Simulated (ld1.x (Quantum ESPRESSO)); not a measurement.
**Reading a pseudo-wave (Pb)**

Columns: radius, all-electron u(r) and pseudo u(r) of the 5d shell (level -28.85 eV) of lead in the configuration [Xe] 4f14 5d10 6s2 6p1; PBE, scalar-relativistic, PAW scheme, ld1.x (Quantum ESPRESSO) 7.5.

| r (bohr) | all-electron | pseudo |
| --- | --- | --- |
| 0.132 | 0.2695 | 0.0027 |
| 0.265 | -0.4000 | 0.0211 |
| 0.398 | -0.4063 | 0.0671 |
| 0.530 | 0.0266 | 0.1447 |
| 0.663 | 0.4733 | 0.2517 |
| 0.795 | 0.7782 | 0.3757 |
| 0.928 | 0.9376 | 0.5022 |
| 1.060 | 0.9852 | 0.6121 |
| 1.193 | 0.9616 | 0.6918 |
| 1.325 | 0.8980 | 0.7313 |
| 1.458 | 0.8147 | 0.7291 |
| 1.590 | 0.7257 | 0.6912 |
| 1.723 | 0.6373 | 0.6282 |
| 1.855 | 0.5551 | 0.5541 |
| 1.988 | 0.4796 | 0.4796 |
| 2.120 | 0.4126 | 0.4126 |
| 2.252 | 0.3535 | 0.3535 |
| 2.385 | 0.3015 | 0.3015 |
| 2.518 | 0.2565 | 0.2565 |
| 2.650 | 0.2180 | 0.2180 |
| 2.782 | 0.1849 | 0.1849 |
| 2.915 | 0.1563 | 0.1563 |
| 3.048 | 0.1320 | 0.1320 |
| 3.180 | 0.1115 | 0.1115 |
| 3.312 | 0.0941 | 0.0941 |
| 3.445 | 0.0792 | 0.0792 |

(1) How many radial nodes do the two functions have?

(2) At about which radius was the pseudo-wave matched?

(3) Is the pseudo-wave norm-conserving?

Answers

(1) The all-electron 5d function has n − l − 1 = 2; the pseudo-wave has 0, since the states of the same l below it are removed with the core.

(2) 2.10 bohr, where the columns begin to agree (steps of 0.13 bohr).

(3) No, it belongs to a PAW set: the norm inside the radius is not constrained, and the difference is carried by the augmentation charge.
